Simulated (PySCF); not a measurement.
## Unknown compound

An unknown has the formula C9H13N. Its calculated NMR data are:

1H NMR (400 MHz, computed): δ 7.30 (m, 2H), 6.75 (t, 1H), 6.52 (d, 2H), 3.32 (q, 2H), 2.87 (s, 3H), 1.02 (t, 3H).

13C{1H} NMR (computed): δ 150.2, 135.0 (2C), 120.0, 114.1 (2C), 47.9, 38.7, 10.8.

Computed data (PySCF 2.14.0 with density-fitted response routines): shieldings: GIAO PBE0/pcSseg-1, structure optimised with PBE0-D3(BJ)/def2-SVP. One computed conformer, gas phase, rapidly exchanging positions averaged, non-relativistic Hamiltonian.

Referencing at the same level of theory: TMS for 1H and 13C.

Task: Which of these isomers gave the spectra?
A. CCN(C)c1ccccc1
B. CC(C)c1ccccc1N
C. Cc1ccccc1N(C)C
D. CN(C)Cc1ccccc1

Result: A. 

1. Rings plus π bonds: 4 (1 ring in the answer).
2. 7 carbon signals for 9 carbons: some carbons are equivalent by symmetry or fast rotation.
3. Carbon types of the structure: 1 × C, 5 × CH, 1 × CH2, 2 × CH3, which accounts for all hydrogens.
4. δC 150.2: aromatic carbon bearing nitrogen; an ipso carbon deshielded by its heteroatom.
5. δC 135.0, 120.0, 114.1: aromatic CH.
6. δC 10.8: methyl carbon; saturated and bonded to C and H only.
7. δH 3.32: hydrogen on an sp3 CH2 bonded to N; its carbon carries N, hence the downfield position.
8. δH 2.87: hydrogen on a methyl carbon bonded to N; its carbon carries N, an electronegative neighbour.

The others: CN(C)Cc1ccccc1 would give 6 carbon signals, not 7; CC(C)c1ccccc1N would give 8 carbon signals, not 7; Cc1ccccc1N(C)C would give 8 carbon signals, not 7.

Shifts are as computed. Against solution values, carbons near 30 ppm lie about +2 ppm off and those near 130 ppm about +5 ppm. Of 1211 compounds with measured shifts, 218 miss one by over three times the rms of a fit or turn the order of signals round; such compounds aren't used in these exercises. No couplings were computed; multiplicities are counted from neighbouring protons, with m where these are inequivalent, close in shift, in a saturated or five-membered ring or joined by F or P, and br s for small geminal =CH2 splittings.
